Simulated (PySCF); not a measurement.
Simulated outer-valence photoelectron spectrum of `B(N[SiH3])N`. Level of theory: EOM-IP-CCSD/aug-cc-pVDZ in PySCF, restricted Hartree–Fock reference, 8 core orbitals frozen, non-relativistic, gas phase, PBE0-D3(BJ)/def2-SVP geometry.

Each root has a Gaussian of 0.6 eV full width with its one-hole share as area; cross sections and vibrations are left out, and the highest printed point is 100.

(ionisation energy (eV), intensity): (8.4, 0), (8.6, 2), (8.8, 11), (9.0, 31), (9.2, 48), (9.4, 41), (9.6, 19), (9.8, 5), (10.0, 1), (10.2, 0), (10.4, 0), (10.6, 2), (10.8, 12), (11.0, 32), (11.2, 49), (11.4, 40), (11.6, 23), (11.8, 29), (12.0, 65), (12.2, 99), (12.4, 100), (12.6, 85), (12.8, 76), (13.0, 70), (13.2, 57), (13.4, 32), (13.6, 11), (13.8, 2), (14.0, 0), (14.2, 0), (14.4, 0), (14.6, 0), (14.8, 0), (15.0, 0), (15.2, 2), (15.4, 10), (15.6, 30), (15.8, 48), (16.0, 41), (16.2, 19), (16.4, 9), (16.6, 19), (16.8, 41), (17.0, 48), (17.2, 31), (17.4, 11), (17.6, 2), (17.8, 0)

Problem. Where are the maxima, and how many lines lie under the curve?

Solution. 5 maxima, at 9.2, 11.2, 12.3, 15.9 and 17.0 eV, from 8 lines. At this width some lines have no maximum of their own.

Problem. List the lines with their holes.

Solution. 
| E (eV) | leading hole (HF orbital) | area | Koopmans (eV) |
| --- | --- | --- | --- |
| 9.25 | HOMO | 0.94 | 10.36 |
| 11.23 | HOMO-1 | 0.94 | 12.19 |
| 12.16 | HOMO-2 | 0.95 | 12.80 |
| 12.31 | HOMO-3 | 0.95 | 13.19 |
| 12.73 | HOMO-4 | 0.94 | 13.69 |
| 13.15 | HOMO-5 | 0.95 | 14.45 |
| 15.85 | HOMO-6 | 0.94 | 17.34 |
| 16.95 | HOMO-7 | 0.94 | 18.15 |

The widest gap, 2.70 eV, lies between 13.15 and 15.85 eV. Only orbitals with −ε under 21 eV, eight at most, were ionised, so the high end of the curve may lack lines.

The values belong to the conformer `[NH2:1][BH:2][NH:3][SiH3:4]`: N1–B2–N3–Si4 -177°, H–N1–B2–N3 -179°, H–N1–B2–N3 0°.
